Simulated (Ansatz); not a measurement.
```yaml
crystal:
  periodic: [false, false, false]
  atoms:
    - {symbol: B, position_ang: [0.113052, 1.029902, -0.454145]}
    - {symbol: C, position_ang: [0.174606, -0.339217, -1.095927]}
    - {symbol: F, position_ang: [-0.753531, -0.797530, -1.954076]}
    - {symbol: F, position_ang: [0.877739, -1.087740, -1.214821]}
    - {symbol: Ga, position_ang: [-0.343059, -0.170121, 1.263719]}
    - {symbol: H, position_ang: [-0.603529, 1.908109, -0.442204]}
    - {symbol: H, position_ang: [1.435206, 1.034226, 0.450342]}
    - {symbol: H, position_ang: [0.264639, -1.752607, 1.565014]}
    - {symbol: H, position_ang: [-1.276039, 0.582183, 2.407390]}
basis:
  gaussian: {orbitals: "6-31G*"}
total_charge: -1
magnetization: {spin_polarized: true, initial_magnetization: 1}
hamiltonian: {xc: {name: wB97}}
output: {forces: true}
```

```sh
$ ansatz run in.yaml --threads 4 --pin off --events-out ev --progress --plain --max-ram 10444MiB
```

Shortened log:

```
Functional definition: wB97
1132 factors; their error is unknown
355 factors; integrals over basis functions are off by at most 1.4e-5 eV
mean field evaluation 1: about -59572.4067 eV, gradient 3.3e1 eV
mean field evaluation 2: about -59574.7838 eV, gradient 2.9e1 eV
mean field evaluation 4: about -59578.1879 eV, gradient 1.8e0 eV
mean field evaluation 8: about -59578.2071 eV, gradient 1.2e-1 eV
mean field evaluation 16: about -59578.1535 eV, gradient 3.3e-3 eV
mean field -59578.15348397 eV, -2189.4567570131 hartree, gradient 4.5e-5 eV, S^2 0.753937; 2 other end points of the search recorded, 0 dependent functions left out
reference -59578.15347868 eV, -2189.4567568186 hartree; 33, 32 occupied and 70, 71 virtual orbitals, 1132 factors
Total energy: -59578.15347868 eV, -2189.4567568186 hartree
Atom 0 at     0.113052     1.029902    -0.454145 Å, force     5.014799    -2.513254     1.912633 eV/Å
Atom 1 at     0.174606    -0.339217    -1.095927 Å, force   -22.715399    24.531107     2.433125 eV/Å
Atom 2 at    -0.753531    -0.797530    -1.954076 Å, force    -4.733916     1.070979    -1.840705 eV/Å
Atom 3 at     0.877739    -1.087740    -1.214821 Å, force    26.872063   -24.110359    -0.865137 eV/Å
Atom 4 at    -0.343059    -0.170121     1.263719 Å, force    -0.921787    -1.462573     1.872493 eV/Å
Atom 5 at    -0.603529     1.908109    -0.442204 Å, force    -1.253700     1.183645    -0.310628 eV/Å
Atom 6 at     1.435206     1.034226     0.450342 Å, force    -2.523749     0.407393    -2.292747 eV/Å
Atom 7 at     0.264639    -1.752607     1.565014 Å, force    -0.241399     1.313874    -0.242929 eV/Å
Atom 8 at    -1.276039     0.582183     2.407390 Å, force     0.503087    -0.420814    -0.666104 eV/Å
Dipole moment:     0.357553    -0.268787    -0.980782 e Å
```

It took 6.5 s on 4 threads of an AMD EPYC 7B13 on a shared host, with 0.43 GiB of host memory at the peak.
